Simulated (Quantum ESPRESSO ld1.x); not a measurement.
W, 74 electrons, occupied as [Xe] 4f14 5d4 6s2 (the NIST ground configuration). Calculated with ld1.x of Quantum ESPRESSO 7.5: Dirac Kohn-Sham, OLYP, spin-unpolarised, spherical densities, point nucleus; open shells are shared between the two j in proportion to 2j + 1.

Spin-orbit splittings of the eigenvalues, e(l+1/2) - e(l-1/2), with zeta = 2 splitting/(2l+1) and mean radii in bohr:

shell  occ.  splitting (eV)  zeta (eV)  <r> j=l-1/2  <r> j=l+1/2
2p        6            1353      901.7      0.06365      0.07161
3p        6               ?          ?       0.1905       0.2053
3d       10           63.72      25.49       0.1796       0.1841
4p        6           67.91      45.27       0.4544       0.4877
4d       10           12.53      5.013       0.5043       0.5157
4f       14           2.254     0.6439       0.6010       0.6106
5p        6           9.885      6.590        1.175        1.279
5d        4          0.7485     0.2994        1.998        2.098

Estimate the 3p splitting.

Answer. 292.6 eV (zeta = 195.1 eV).
